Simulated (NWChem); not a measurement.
System: TiN3H5; SMILES [NH]=[Ti]([NH2])[NH2]

Input file for NWChem:

```
start job
memory heap 200 mb stack 900 mb global 1100 mb
geometry units angstroms noautoz
  Ti     0.023207    -0.001533    -0.340396
  N     -1.616035    -0.005217    -0.614229
  H     -2.614065    -0.008441    -0.813402
  N      0.859145     1.711475    -0.395944
  H      0.401161     2.605289    -0.554528
  H      1.862364     1.880900    -0.330919
  N      0.867051    -1.710719    -0.394983
  H      1.870979    -1.875626    -0.329324
  H      0.413156    -2.606698    -0.553128
end
basis spherical
  * library 6-31g*
end
dft
  xc scan
  iterations 150
  mulliken
end
task dft gradient
```

Parts of the log:

```
             Northwest Computational Chemistry Package (NWChem) 7.3.0
             --------------------------------------------------------

 CS  symmetry detected

                             Geometry "geometry" -> ""
                             -------------------------

 Output coordinates in angstroms (scale by  1.889725989 to convert to a.u.)

  No.       Tag          Charge          X              Y              Z
 ---- ---------------- ---------- -------------- -------------- --------------
    1 Ti                  22.0000    -0.03705815     0.07788360     0.00000000
    2 N                    7.0000    -1.69405910    -0.05041358     0.00000000
    3 H                    1.0000    -2.70576396    -0.16085288     0.00000000
    4 N                    7.0000     0.79471361    -0.05099120     1.71110163
    5 H                    1.0000     0.32658998    -0.16855644     2.60600048
    6 H                    1.0000     1.80014324    -0.07435077     1.87826808
    7 N                    7.0000     0.79471361    -0.05099120    -1.71110163
    8 H                    1.0000     1.80014324    -0.07435077    -1.87826808
    9 H                    1.0000     0.32658998    -0.16855644    -2.60600048

 Effective nuclear repulsion energy (a.u.)     210.7459263525

      Symmetry information
      --------------------

 Group name             Cs
 Group number              2
 Group order               2
 No. of unique centers     6

                                 NWChem DFT Module
                                 -----------------

 Summary of "ao basis" -> "ao basis" (spherical)
 ------------------------------------------------------------------------------
       Tag                 Description            Shells   Functions and Types
 ---------------- ------------------------------  ------  ---------------------
 Ti                          6-31g*                 12       34   5s4p2d1f
 N                           6-31g*                  6       14   3s2p1d
 H                           6-31g*                  2        2   2s

      Symmetry analysis of basis
      --------------------------

        a'         53
        a"         33

            General Information
            -------------------
          SCF calculation type: DFT
          Wavefunction type:  closed shell.
          No. of atoms     :     9
          No. of electrons :    48
           Alpha electrons :    24
            Beta electrons :    24
          Charge           :     0
          Spin multiplicity:     1
          Use of symmetry is: on ; symmetry adaption is: on
          Maximum number of iterations: 150
          AO basis - number of functions:    86
                     number of shells:    40
          Convergence on energy requested:  1.00D-06
          Convergence on density requested:  1.00D-05
          Convergence on gradient requested:  5.00D-04

              XC Information
              --------------
                         SCAN Method XC Functional
                  SCAN metaGGA Exchange Functional  1.000
                        SCAN Correlation Potential  1.000

             Grid Information
             ----------------
          Grid used for XC integration:  medium
          Radial quadrature: Mura-Knowles
          Angular quadrature: Lebedev.
          Tag              B.-S. Rad. Rad. Pts. Rad. Cut. Ang. Pts.
          ---              ---------- --------- --------- ---------
          Ti                  1.40      112           9.0       590
          N                   0.65       49          11.0       434
          H                   0.35       45          12.0       434
          Grid pruning is: on
          Number of quadrature shells:   345
          Spatial weights used:  Erf1

      Superposition of Atomic Density Guess
      -------------------------------------

 Sum of atomic energies:       -1013.67358702

      Non-variational initial energy
      ------------------------------

 Total energy =   -1014.591772
 1-e energy   =   -1804.601474
 2-e energy   =     579.263775
 HOMO         =      -0.361801
 LUMO         =      -0.080953

      Symmetry analysis of molecular orbitals - initial
      -------------------------------------------------

  Numbering of irreducible representations:

     1 a'          2 a"

  Orbital symmetries:

     1 a'          2 a'          3 a'          4 a"          5 a'
     6 a'          7 a'          8 a"          9 a'         10 a'
    11 a"         12 a'         13 a'         14 a"         15 a'
    16 a'         17 a"         18 a'         19 a'         20 a"
    21 a'         22 a"         23 a"         24 a'         25 a'
    26 a"         27 a'         28 a'         29 a'         30 a'
    31 a"         32 a'         33 a"         34 a'

     ---------------------------------------------
      Total Density - Mulliken Population Analysis
     ---------------------------------------------

    Atom       Charge   Shell Charges
 -----------   ------   -------------------------------------------------------
    1 Ti  22    19.35   2.00  2.00  6.00  2.00  6.00  0.16  0.11  0.05  0.09  0.33  0.59  0.02
    2 N    7     8.76   2.00  0.89  2.93  0.92  2.01  0.01
    3 H    1     0.59   0.42  0.18
    4 N    7     8.55   2.00  0.84  2.77  0.89  2.04  0.01
    5 H    1     0.55   0.41  0.15
    6 H    1     0.55   0.40  0.15
    7 N    7     8.55   2.00  0.84  2.77  0.89  2.04  0.01
    8 H    1     0.55   0.40  0.15
    9 H    1     0.55   0.41  0.15

   convergence    iter        energy       DeltaE   RMS-Dens  Diis-err
 ---------------- ----- ----------------- --------- --------- ---------
 d= 0,ls=0.0,diis     1  -1016.2331817596 -1.23D+03  5.21D-02  3.10D+00
 d= 0,ls=0.0,diis     2   -999.5166087837  1.67D+01  3.70D-02  1.29D+02
 d= 0,ls=0.5,diis     3  -1014.7794614922 -1.53D+01  3.20D-03  2.01D+01
 d= 0,ls=0.5,diis     4  -1015.1874031063 -4.08D-01  1.53D-03  1.64D+01
 d= 0,ls=0.5,diis     5  -1015.4392593755 -2.52D-01  4.14D-03  1.37D+01
 d= 0,ls=0.5,diis     6  -1016.0976648299 -6.58D-01  4.27D-03  6.29D+00
 d= 0,ls=0.5,diis     7  -1016.5263557106 -4.29D-01  2.95D-03  1.82D+00
 d= 0,ls=0.5,diis     8  -1016.6736606586 -1.47D-01  2.09D-03  4.47D-01
  Resetting Diis
 d= 0,ls=0.5,diis     9  -1016.7224413313 -4.88D-02  1.04D-03  5.14D-02
 d= 0,ls=0.5,diis    10  -1016.7302795942 -7.84D-03  9.36D-04  6.60D-03
 d= 0,ls=0.5,diis    11  -1016.7308925499 -6.13D-04  4.51D-04  1.27D-02
 d= 0,ls=0.5,diis    12  -1016.7316797695 -7.87D-04  3.41D-04  6.65D-03
 d= 0,ls=0.5,diis    13  -1016.7323047747 -6.25D-04  1.92D-04  1.98D-03
 d= 0,ls=0.5,diis    14  -1016.7325256426 -2.21D-04  1.11D-04  4.54D-04
 d= 0,ls=0.5,diis    15  -1016.7325891730 -6.35D-05  7.47D-05  1.42D-04
 d= 0,ls=0.5,diis    16  -1016.7326161131 -2.69D-05  5.14D-05  4.51D-05
 d= 0,ls=0.5,diis    17  -1016.7326281802 -1.21D-05  3.72D-05  1.66D-05
 d= 0,ls=0.5,diis    18  -1016.7326344071 -6.23D-06  2.79D-05  6.42D-06
 d= 0,ls=0.5,diis    19  -1016.7326376942 -3.29D-06  2.10D-05  3.63D-06
 d= 0,ls=0.5,diis    20  -1016.7326396573 -1.96D-06  1.65D-05  2.28D-06
 d= 0,ls=0.5,diis    21  -1016.7326408810 -1.22D-06  1.29D-05  1.38D-06
 d= 0,ls=0.5,diis    22  -1016.7326416375 -7.57D-07  1.02D-05  8.69D-07
 d= 0,ls=0.5,diis    23  -1016.7326421012 -4.64D-07  8.00D-06  6.20D-07

         Total DFT energy =    -1016.732642396591
      One electron energy =    -1811.205629525919
           Coulomb energy =      648.467500100168
    Exchange-Corr. energy =      -64.740439323377
 Nuclear repulsion energy =      210.745926352538

 Numeric. integr. density =       47.999996912311

                  Occupations of the irreducible representations
                  ----------------------------------------------

                     irrep           alpha         beta
                     --------     --------     --------
                     a'               16.0         16.0
                     a"                8.0          8.0

                       DFT Final Molecular Orbital Analysis
                       ------------------------------------

 Vector   22  Occ=2.000000D+00  E=-2.189242D-01  Symmetry=a'
              MO Center= -2.5D-01, -5.8D-03,  2.0D-12, r^2= 3.2D+00
   Bfn.  Coefficient  Atom+Function         Bfn.  Coefficient  Atom+Function
  ----- ------------  ---------------      ----- ------------  ---------------
    38      0.342928  2 N  py                18     -0.299468  1 Ti d -2
    42      0.288095  2 N  py                54     -0.259788  4 N  py
    72     -0.259788  7 N  py                58     -0.234030  4 N  py
    76     -0.234030  7 N  py                23     -0.202266  1 Ti d -2
    37     -0.032756  2 N  px                55     -0.028828  4 N  pz

 Vector   23  Occ=2.000000D+00  E=-2.044773D-01  Symmetry=a'
              MO Center= -2.9D-01, -7.1D-02,  1.8D-13, r^2= 3.9D+00
   Bfn.  Coefficient  Atom+Function         Bfn.  Coefficient  Atom+Function
  ----- ------------  ---------------      ----- ------------  ---------------
    38      0.356305  2 N  py                42      0.286538  2 N  py
    54      0.282273  4 N  py                72      0.282273  7 N  py
    58      0.245855  4 N  py                76      0.245855  7 N  py
     8     -0.137698  1 Ti py                12      0.133332  1 Ti py
    18     -0.128565  1 Ti d -2              16      0.086343  1 Ti py

 Vector   24  Occ=2.000000D+00  E=-1.962126D-01  Symmetry=a"
              MO Center= -1.3D+00, -1.9D-02, -4.7D-15, r^2= 1.7D+00
   Bfn.  Coefficient  Atom+Function         Bfn.  Coefficient  Atom+Function
  ----- ------------  ---------------      ----- ------------  ---------------
    39      0.511634  2 N  pz                43      0.414030  2 N  pz
    21      0.211534  1 Ti d  1               9     -0.162564  1 Ti pz
    26      0.139413  1 Ti d  1              13      0.136397  1 Ti pz
    55     -0.091535  4 N  pz                73     -0.091535  7 N  pz
    59     -0.068729  4 N  pz                66     -0.068751  5 H  s

 Vector   25  Occ=0.000000D+00  E=-7.892250D-02  Symmetry=a'
              MO Center=  4.2D-03,  2.4D-01, -1.8D-14, r^2= 2.2D+00
   Bfn.  Coefficient  Atom+Function         Bfn.  Coefficient  Atom+Function
  ----- ------------  ---------------      ----- ------------  ---------------
    22      0.469225  1 Ti d  2              14     -0.408388  1 Ti s
    10      0.338592  1 Ti s                 20      0.315664  1 Ti d  0
    27      0.299798  1 Ti d  2              25      0.202039  1 Ti d  0
     6     -0.182703  1 Ti s                 50      0.095652  3 H  s
    68      0.078029  6 H  s                 84      0.078029  8 H  s

 Vector   26  Occ=0.000000D+00  E=-3.223444D-02  Symmetry=a"
              MO Center=  1.1D-01,  6.9D-02, -1.2D-16, r^2= 1.4D+00
   Bfn.  Coefficient  Atom+Function         Bfn.  Coefficient  Atom+Function
  ----- ------------  ---------------      ----- ------------  ---------------
    19      0.682086  1 Ti d -1              24      0.435272  1 Ti d -1
    54     -0.206629  4 N  py                72      0.206629  7 N  py
    58     -0.199525  4 N  py                76      0.199525  7 N  py
    13      0.064434  1 Ti pz                55     -0.033381  4 N  pz
    73     -0.033381  7 N  pz                59     -0.032322  4 N  pz

 Vector   27  Occ=0.000000D+00  E=-1.207763D-02  Symmetry=a'
              MO Center= -1.3D-01,  2.7D-02, -2.7D-14, r^2= 2.3D+00
   Bfn.  Coefficient  Atom+Function         Bfn.  Coefficient  Atom+Function
  ----- ------------  ---------------      ----- ------------  ---------------
    18      0.421596  1 Ti d -2              20      0.356162  1 Ti d  0
    11     -0.351682  1 Ti px                23      0.273670  1 Ti d -2
    50     -0.253272  3 H  s                 22     -0.243955  1 Ti d  2
    25      0.217664  1 Ti d  0              38      0.197536  2 N  py
    42      0.196872  2 N  py                68      0.173693  6 H  s

     ---------------------------------------------
      Total Density - Mulliken Population Analysis
     ---------------------------------------------

    Atom       Charge   Shell Charges
 -----------   ------   -------------------------------------------------------
    1 Ti  22    20.76   2.00  2.00  6.00  2.01  6.01  0.10  0.29  0.02  0.15  1.12  1.06  0.02
    2 N    7     7.83   2.00  0.80  2.36  0.96  1.70  0.01
    3 H    1     0.69   0.50  0.18
    4 N    7     8.05   2.00  0.78  2.45  0.95  1.86  0.02
    5 H    1     0.65   0.50  0.15
    6 H    1     0.66   0.50  0.17
    7 N    7     8.05   2.00  0.78  2.45  0.95  1.86  0.02
    8 H    1     0.66   0.50  0.17
    9 H    1     0.65   0.50  0.15

     -------------------------------------------
      Total Density - Lowdin Population Analysis
     -------------------------------------------

    Atom       Charge   Shell Charges
 -----------   ------   -------------------------------------------------------
    1 Ti  22    21.46   2.00  2.00  5.99  1.86  5.84  0.24  0.68  0.09  0.22  1.01  1.49  0.04
    2 N    7     7.50   1.99  0.75  2.23  0.62  1.86  0.04
    3 H    1     0.76   0.46  0.29
    4 N    7     7.65   1.99  0.73  2.32  0.60  1.97  0.03
    5 H    1     0.74   0.47  0.28
    6 H    1     0.75   0.47  0.28
    7 N    7     7.65   1.99  0.73  2.32  0.60  1.97  0.03
    8 H    1     0.75   0.47  0.28
    9 H    1     0.74   0.47  0.28

     Multipole analysis of the density
     ---------------------------------

     L   x y z        total         alpha         beta         nuclear
     -   - - -        -----         -----         ----         -------
     0   0 0 0     -0.000000    -24.000000    -24.000000     48.000000

     1   1 0 0      0.745649      0.372825      0.372825      0.000000
     1   0 1 0      0.129682      0.064841      0.064841     -0.000000
     1   0 0 1      0.000000      0.000000      0.000000      0.000000

     2   2 0 0    -22.271522    -87.871781    -87.871781    153.472039
     2   1 1 0      0.226590      0.069641      0.069641      0.087308
     2   1 0 1     -0.000000     -0.000000     -0.000000     -0.000000
     2   0 2 0    -26.923502    -13.964187    -13.964187      1.004873
     2   0 1 1     -0.000000     -0.000000     -0.000000     -0.000000
     2   0 0 2    -22.869132   -121.474095   -121.474095    220.079058

            General Information
            -------------------
          SCF calculation type: DFT
          Wavefunction type:  closed shell.
          No. of atoms     :     9
          No. of electrons :    48
           Alpha electrons :    24
            Beta electrons :    24
          Charge           :     0
          Spin multiplicity:     1
          Use of symmetry is: on ; symmetry adaption is: on
          Maximum number of iterations: 150
          AO basis - number of functions:    86
                     number of shells:    40
          Convergence on energy requested:  1.00D-06
          Convergence on density requested:  1.00D-05
          Convergence on gradient requested:  5.00D-04

[...]

                         DFT ENERGY GRADIENTS

    atom               coordinates                        gradient
                 x          y          z           x          y          z
   1 Ti     -0.070030   0.147179   0.000000   -0.007875  -0.002076   0.000000
   2 N      -3.201308  -0.095268   0.000000    0.013273   0.001426   0.000000
   3 H      -5.113152  -0.303968   0.000000   -0.001093  -0.000205   0.000000
   4 N       1.501791  -0.096359   3.233513   -0.002358   0.000421  -0.003882
   5 H       0.617166  -0.318525   4.924627   -0.000520  -0.000025   0.000833
   6 H       3.401777  -0.140503   3.549412    0.000726   0.000031  -0.000289
   7 N       1.501791  -0.096359  -3.233513   -0.002358   0.000421   0.003882
   8 H       3.401777  -0.140503  -3.549412    0.000726   0.000031   0.000289
   9 H       0.617166  -0.318525  -4.924627   -0.000520  -0.000025  -0.000833
```

Level: SCAN/6-31G* (spherical d). All runs use the structure optimised with PBE0/def2-SVP. No frequency run checked for a minimum.
